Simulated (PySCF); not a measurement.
Coordinates in bohr (charge 0 multiplicity 1):
```
Mo    0.0000    0.0000   -0.6839
S     3.7287    0.0000    0.7015
S    -1.8643    3.2291    0.7015
S    -1.8643   -3.2291    0.7015
```

Level of theory: PBE0/[Mo def2-TZVP with ECP28, S def2-TZVP], scalar-relativistic core potentials, density fitting, no spin–orbit coupling, PySCF.

This geometry of MoS₃ is a stationary point at this level.

Task: What is the point group?

Result: C3v.

Task: Is it a minimum?

Result: Yes: all harmonic wavenumbers are real.

Task: List the harmonic modes with their infrared intensities.

Result: 
```
symmetry  ω (cm⁻¹)  IR (km/mol, summed over degenerate members)     type
      a1       177                                          1.5     bend
       e       193                                          2.0     bend
      a1       558                                          1.0  stretch
       e       565                                          175  stretch
```

Task: What is the atomisation energy, with and without zero-point energy?

Result: 1194 kJ/mol without, 1181 kJ/mol with.

In C3v the vibrations span 2a1 + 2e.

Only a few start shapes were tried, so a lower isomer may exist.
